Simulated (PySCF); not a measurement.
AlFBr2, SMILES [F][Al]([Br])[Br].

Geometry optimised at B3LYP-D3(BJ)/def2-SVP. The structure was generated by enumeration; whether it is a known compound was not checked.

Computed with PBE/def2-TZVPD (PySCF).

Symmetry labels are those of the subgroup C2v that the program uses (full group C2v).

Problem. List the valence orbital energies around the gap with their symmetry. (The exact figures need the calculation; the answer reports its results.)

Solution. 
| orbital | symmetry | energy (eV) |
|---|---|---|
| HOMO−7 | A1 | -10.22 |
| HOMO−6 | B2 | -10.22 |
| HOMO−5 | B1 | -10.15 |
| HOMO−4 | B2 | -9.10 |
| HOMO−3 | B1 | -8.25 |
| HOMO−2 | A1 | -8.13 |
| HOMO−1 | A2 | -7.92 |
| HOMO | B2 | -7.65 |
| LUMO | A1 | -2.54 |
| LUMO+1 | B1 | -1.95 |
| LUMO+2 | A1 | 0.02 |
| LUMO+3 | A1 | 0.06 |
